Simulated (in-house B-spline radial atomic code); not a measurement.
# Ionising the vanadium ion V³⁺ with different functionals

Computed with a B-spline radial code for spherical atoms: non-relativistic Hamiltonian, point nucleus, spin-polarised at highest spin, spherical fractional occupations for the functionals, the average over the highest-spin determinants for Hartree-Fock. The ionisation energy is the difference of two self-consistent energies, [Ar] 3d2 → [Ar] 3d1, without Breit or QED terms; ε is the level of the shell that loses the electron (its least bound occupied spin orbital).

Hybrids are left out here: with spherical fractional occupations of an open shell their exact exchange keeps a self-interaction that integer-occupation calculations don't have.

```json
{"method": "Hartree-Fock", "rung": "Hartree-Fock", "ΔSCF (eV)": "45.42", "-ε(3d) (eV)": "46.72"}
{"method": "LDA VWN5", "rung": "LDA", "ΔSCF (eV)": "47.10", "-ε(3d) (eV)": "38.29"}
{"method": "LDA PW92", "rung": "LDA", "ΔSCF (eV)": "47.09", "-ε(3d) (eV)": "38.28"}
{"method": "LDA exchange-only", "rung": "LDA", "ΔSCF (eV)": "45.53", "-ε(3d) (eV)": "36.83"}
{"method": "PBE", "rung": "GGA", "ΔSCF (eV)": "46.87", "-ε(3d) (eV)": "38.07"}
{"method": "PBEsol", "rung": "GGA", "ΔSCF (eV)": "46.84", "-ε(3d) (eV)": "38.04"}
{"method": "BLYP", "rung": "GGA", "ΔSCF (eV)": "46.81", "-ε(3d) (eV)": "37.99"}
{"method": "RPBE", "rung": "GGA", "ΔSCF (eV)": "46.80", "-ε(3d) (eV)": "38.00"}
{"method": "PW91", "rung": "GGA", "ΔSCF (eV)": "46.98", "-ε(3d) (eV)": "38.17"}
{"method": "BP86", "rung": "GGA", "ΔSCF (eV)": "46.89", "-ε(3d) (eV)": "38.09"}
{"method": "AM05", "rung": "GGA", "ΔSCF (eV)": "46.83", "-ε(3d) (eV)": "38.03"}
{"method": "OLYP", "rung": "GGA", "ΔSCF (eV)": "47.08", "-ε(3d) (eV)": "38.24"}
{"method": "TPSS", "rung": "meta-GGA", "ΔSCF (eV)": "46.68", "-ε(3d) (eV)": "37.90"}
{"method": "SCAN", "rung": "meta-GGA", "ΔSCF (eV)": "46.55", "-ε(3d) (eV)": "37.88"}
{"method": "r2SCAN", "rung": "meta-GGA", "ΔSCF (eV)": "46.61", "-ε(3d) (eV)": "37.94"}
{"method": "M06-L", "rung": "meta-GGA", "ΔSCF (eV)": "46.29", "-ε(3d) (eV)": "37.53"}
{"method": "revTPSS", "rung": "meta-GGA", "ΔSCF (eV)": "46.54", "-ε(3d) (eV)": "37.78"}
```

Problem. How do they compare with the NIST value?

Solution. NIST lists 46.71 eV ± 0.005 (measured, ground level to ground level). Errors run from -1.29 to +0.39 eV; TPSS is closest (-0.03 eV), but part of that can be cancellation, since the calculations leave out relativity, Breit-QED terms, multiplet and fine-structure energies. Hartree-Fock also lacks correlation.
